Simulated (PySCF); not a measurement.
**How methods differ on the fine-structure interval of I¹⁶⁺**

I¹⁶⁺ [Kr] 4d1 [4d3/2^1, M_J = 3/2] → I¹⁶⁺ [Kr] 4d1 [4d5/2^1, M_J = 5/2], as a difference of total energies. All numbers are calculated (PySCF 2.14, the two-component X2C-1e Hamiltonian, in an even-tempered Gaussian basis (18 s from 0.84 bohr⁻², ratio 2.8; 14 p from 1.1 bohr⁻², ratio 2.8; 9 d from 1.1 bohr⁻², ratio 2.8; 4 f from 3.8 bohr⁻², ratio 3)). Correlated levels: [Ar] 3d10 frozen; the 94 highest virtual spinors dropped. "Screened" scales the spin-orbit matrix elements by Boettger's factors to mimic the two-electron term; Breit and QED terms are absent.

| method | fine-structure interval (cm⁻¹) |
| --- | --- |
| GHF (screened spin-orbit) | 21107 |
| GMP2 (screened spin-orbit) | 20955 |
| GHF (bare spin-orbit) | 26014 |
